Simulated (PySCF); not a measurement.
H₁₂CuN₄, charge +2, doublet (typed; the unrestricted solution is spin-contaminated), geometry from GFN2-xTB (such geometries of metal compounds can be far from the true shape); B3LYP/STO-3G (PySCF).

PySCF was given this input:
```python
from pyscf import gto, scf, dft

mol = gto.M(
    atom='''
Cu    0.000000    0.000000   -0.000000
N    -1.218799    1.650811    0.205364
H    -0.751043    2.408505    0.703911
H    -2.058198    1.434883    0.744167
H    -1.525194    2.026088   -0.693207
N    -1.651652   -1.219779   -0.192370
H    -2.411489   -0.754443   -0.689919
H    -2.023061   -1.521819    0.709277
H    -1.438022   -2.061778   -0.728023
N     1.220628   -1.650701    0.195129
H     1.518802   -2.026473   -0.705997
H     0.757448   -2.408120    0.698345
H     2.064915   -1.434479    0.726121
N     1.649823    1.219669   -0.208123
H     1.431305    2.061374   -0.742265
H     2.405084    0.754057   -0.712337
H     2.029453    1.522204    0.689927
''',
    basis='sto-3g',
    charge=2,
    spin=1,
    verbose=4,
)

mf = dft.UKS(mol)
mf.xc = 'b3lyp'
mf.diis_space = 20
mf.kernel()
```

Q: What does PySCF print? Leave out banner, timings and long lists.

A: 
```
PySCF version 2.14.0

[INPUT] verbose = 4
[INPUT] num. atoms = 17
[INPUT] num. electrons = 67
[INPUT] charge = 2
[INPUT] spin (= nelec alpha-beta = 2S) = 1
[INPUT] symmetry False subgroup None
[INPUT] Mole.unit = angstrom
[INPUT] Symbol           X                Y                Z      unit          X                Y                Z       unit  Magmom
[INPUT]  1 Cu     0.000000000000   0.000000000000   0.000000000000 AA    0.000000000000   0.000000000000   0.000000000000 Bohr   0.0
[INPUT]  2 N     -1.218799000000   1.650811000000   0.205364000000 AA   -2.303196310894   3.119580673419   0.388081715845 Bohr   0.0
[INPUT]  3 H     -0.751043000000   2.408505000000   0.703911000000 AA   -1.419265577772   4.551414819646   1.330199006069 Bohr   0.0
[INPUT]  4 H     -2.058198000000   1.434883000000   0.744167000000 AA   -3.889430530128   2.711535890794   1.406271820939 Bohr   0.0
[INPUT]  5 H     -1.525194000000   2.026088000000  -0.693207000000 AA   -2.882198946830   3.828751424268  -1.309971377631 Bohr   0.0
[INPUT]  6 N     -1.651652000000  -1.219779000000  -0.192370000000 AA   -3.121169933090  -2.305048242496  -0.363526614583 Bohr   0.0
[INPUT]  7 H     -2.411489000000  -0.754443000000  -0.689919000000 AA   -4.557053762401  -1.425690646595  -1.303757958134 Bohr   0.0
[INPUT]  8 H     -2.023061000000  -1.521819000000   0.709277000000 AA   -3.823031223289  -2.875821121159   1.340339276453 Bohr   0.0
[INPUT]  9 H     -1.438022000000  -2.061778000000  -0.728023000000 AA   -2.717467741099  -3.896195749654  -1.375764082384 Bohr   0.0
[INPUT] 10 N      1.220628000000  -1.650701000000   0.195129000000 AA    2.306652619976  -3.119372803546   0.368740368960 Bohr   0.0
[INPUT] 11 H      1.518802000000  -2.026473000000  -0.705997000000 AA    2.870119817442  -3.829478968826  -1.334140974765 Bohr   0.0
[INPUT] 12 H      0.757448000000  -2.408120000000   0.698345000000 AA    1.431369273600  -4.550687275088   1.319680790459 Bohr   0.0
[INPUT] 13 H      2.064915000000  -1.434479000000   0.726121000000 AA    3.902123820506  -2.710772441440   1.372169823295 Bohr   0.0
[INPUT] 14 N      1.649823000000   1.219669000000  -0.208123000000 AA    3.117713624008   2.304840372622  -0.393295470223 Bohr   0.0
[INPUT] 15 H      1.431305000000   2.061374000000  -0.742265000000 AA    2.704774450721   3.895432300299  -1.402677561850 Bohr   0.0
[INPUT] 16 H      2.405084000000   0.754057000000  -0.712337000000 AA    4.544950066573   1.424961212311  -1.346121838394 Bohr   0.0
[INPUT] 17 H      2.029453000000   1.522204000000   0.689927000000 AA    3.835110352677   2.876548665717   1.303773075943 Bohr   0.0

nuclear repulsion = 418.167675510945
number of shells = 32
number of NR pGTOs = 150
number of NR cGTOs = 50
basis = sto-3g
ecp = {}

******** <class 'pyscf.dft.uks.UKS'> ********
method = UKS
initial guess = minao
damping factor = 0
level_shift factor = 0
DIIS = <class 'pyscf.scf.diis.CDIIS'>
diis_start_cycle = 1
diis_space = 20
diis_damp = 0
SCF conv_tol = 1e-09
SCF conv_tol_grad = None
SCF max_cycles = 50
direct_scf = True
direct_scf_tol = 1e-13
number electrons alpha = 34  beta = 33
XC library pyscf.dft.libxc version 7.1.2
    S. Lehtola, C. Steigemann, M. J. T. Oliveira, and M. A. L. Marques,  SoftwareX 7, 1–5 (2018)
XC functionals = b3lyp
    P. J. Stephens, F. J. Devlin, C. F. Chabalowski, and M. J. Frisch,  J. Phys. Chem. 98, 11623 (1994)
radial grids:
    Treutler-Ahlrichs [JCP 102, 346 (1995); DOI:10.1063/1.469408] (M4) radial grids

becke partition: Becke, JCP 88, 2547 (1988); DOI:10.1063/1.454033
pruning grids: <function nwchem_prune>
grids dens level: 3
symmetrized grids: False
atomic radii adjust function: <function treutler_atomic_radii_adjust>
small_rho_cutoff = 0
Set gradient conv threshold to 3.16228e-05
tot grids = 193944
init E= -1842.76664682553

cycle= 1 E= -1821.04566302165  delta_E= 21.7  |g|= 2.43  |ddm|= 8.03
cycle= 2 E= -1836.39708578068  delta_E= -15.4  |g|= 1.58  |ddm|=  7.8
cycle= 3 E= -1843.08092675414  delta_E= -6.68  |g|= 1.12  |ddm|= 4.87

cycle= 4 E= -1839.17947830254  delta_E=  3.9  |g|= 2.83  |ddm|= 5.25
cycle= 5 E= -1827.02235135519  delta_E= 12.2  |g|= 3.75  |ddm|= 5.41
cycle= 6 E= -1838.83487512337  delta_E= -11.8  |g|= 2.88  |ddm|= 5.32
cycle= 7 E= -1839.52779455724  delta_E= -0.693  |g|= 2.69  |ddm|= 0.601
cycle= 8 E= -1841.87043961243  delta_E= -2.34  |g|= 1.42  |ddm|= 2.39
cycle= 9 E= -1842.50117463565  delta_E= -0.631  |g|= 1.29  |ddm|= 0.794
cycle= 10 E= -1842.58362786586  delta_E= -0.0825  |g|= 1.29  |ddm|= 0.102
cycle= 11 E= -1842.7135330896  delta_E= -0.13  |g|= 1.28  |ddm|= 0.184
cycle= 12 E= -1842.52130573498  delta_E= 0.192  |g|= 1.29  |ddm|= 0.302
cycle= 13 E= -1842.64819660305  delta_E= -0.127  |g|= 1.28  |ddm|= 0.355
cycle= 14 E= -1843.25070596103  delta_E= -0.603  |g|= 1.17  |ddm|= 0.815
cycle= 15 E= -1843.88730520466  delta_E= -0.637  |g|= 0.785  |ddm|= 1.15
cycle= 16 E= -1844.04095126335  delta_E= -0.154  |g|= 0.63  |ddm|= 0.498
cycle= 17 E= -1844.23692095064  delta_E= -0.196  |g|= 0.431  |ddm|= 0.571
cycle= 18 E= -1844.50560286884  delta_E= -0.269  |g|= 0.239  |ddm|= 1.86
cycle= 19 E= -1844.55987213918  delta_E= -0.0543  |g|= 0.145  |ddm|= 0.338
cycle= 20 E= -1844.58956530722  delta_E= -0.0297  |g|= 0.0677  |ddm|= 0.377
cycle= 21 E= -1844.59862591247  delta_E= -0.00906  |g|= 0.0164  |ddm|= 0.312
cycle= 22 E= -1844.59975171438  delta_E= -0.00113  |g|= 0.0142  |ddm|= 0.161
cycle= 23 E= -1844.60012218434  delta_E= -0.00037  |g|= 0.00865  |ddm|= 0.0386
cycle= 24 E= -1844.60037128748  delta_E= -0.000249  |g|= 0.0107  |ddm|= 0.0725
cycle= 25 E= -1844.60096002122  delta_E= -0.000589  |g|= 0.00623  |ddm|= 0.0875
cycle= 26 E= -1844.60131621694  delta_E= -0.000356  |g|= 0.00383  |ddm|= 0.0682
cycle= 27 E= -1844.60170448391  delta_E= -0.000388  |g|= 0.00299  |ddm|= 0.102
cycle= 28 E= -1844.60192072446  delta_E= -0.000216  |g|= 0.00249  |ddm|= 0.086
cycle= 29 E= -1844.60197998286  delta_E= -5.93e-05  |g|= 0.00237  |ddm|= 0.0235
cycle= 30 E= -1844.60211162032  delta_E= -0.000132  |g|= 0.00159  |ddm|= 0.0696
cycle= 31 E= -1844.60217987999  delta_E= -6.83e-05  |g|= 0.00159  |ddm|= 0.046
cycle= 32 E= -1844.60223138411  delta_E= -5.15e-05  |g|= 0.000854  |ddm|= 0.0613
cycle= 33 E= -1844.60224567673  delta_E= -1.43e-05  |g|= 0.000311  |ddm|= 0.0324
cycle= 34 E= -1844.60224619238  delta_E= -5.16e-07  |g|= 0.000125  |ddm|= 0.0062
cycle= 35 E= -1844.60224624524  delta_E= -5.29e-08  |g|= 4.82e-05  |ddm|= 0.00126
cycle= 36 E= -1844.6022462517  delta_E= -6.45e-09  |g|= 2.01e-05  |ddm|= 0.00054
cycle= 37 E= -1844.60224625299  delta_E= -1.29e-09  |g|= 1.12e-05  |ddm|= 0.000201
cycle= 38 E= -1844.60224625385  delta_E= -8.58e-10  |g|= 8.87e-06  |ddm|= 9.36e-05
Extra cycle  E= -1844.60224625444  delta_E= -5.88e-10  |g|= 9.07e-06  |ddm|= 5.06e-05
converged SCF energy = -1844.60224625444  <S^2> = 1.8399593  2S+1 = 2.8913383
```
